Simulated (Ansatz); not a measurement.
Start from `CCC1=NC1` and change one atom or group to get `[SH][GeH2][C]1=NC1`.

Ansatz, PBE0-D4/def2-TZVP geometries, multiplicity 1. Each molecule was computed in one conformer, which needn't be the lowest.

Scalar relativity is left out up to krypton.

```tsv
property	`CCC1=NC1`
LUMO energy (PBE/def2-TZVPP) / eV	-1.17
HOMO energy (B3LYP/def2-TZVPP) / eV	-7.34
LUMO energy (B3LYP/def2-TZVPP) / eV	-0.31
HOMO–LUMO gap (B3LYP/def2-TZVPP) / eV	7.03
HOMO energy (PBE0/def2-TZVPP) / eV	-7.56
LUMO energy (PBE0/def2-TZVPP) / eV	-0.03
```

Question: What does the change do to each property? (An estimate is asked.)

Answer: Computed: 
```csv
property,`[SH][GeH2][C]1=NC1`,shift
LUMO energy (PBE/def2-TZVPP) / eV,-2.16,-0.99
HOMO energy (B3LYP/def2-TZVPP) / eV,-7.24,0.10
LUMO energy (B3LYP/def2-TZVPP) / eV,-1.31,-1.00
HOMO–LUMO gap (B3LYP/def2-TZVPP) / eV,5.93,-1.10
HOMO energy (PBE0/def2-TZVPP) / eV,-7.50,0.06
LUMO energy (PBE0/def2-TZVPP) / eV,-1.07,-1.04
```

With PBE0 the HOMO rises by 0.06 eV and the LUMO falls by 1.04 eV, so the gap narrows by about 1.10 eV. PBE moves the HOMO by -0.03 eV and ωB97M-V by 0.17 eV.

B3LYP here is the variant with VWN-RPA as its local correlation; programs differ in this.
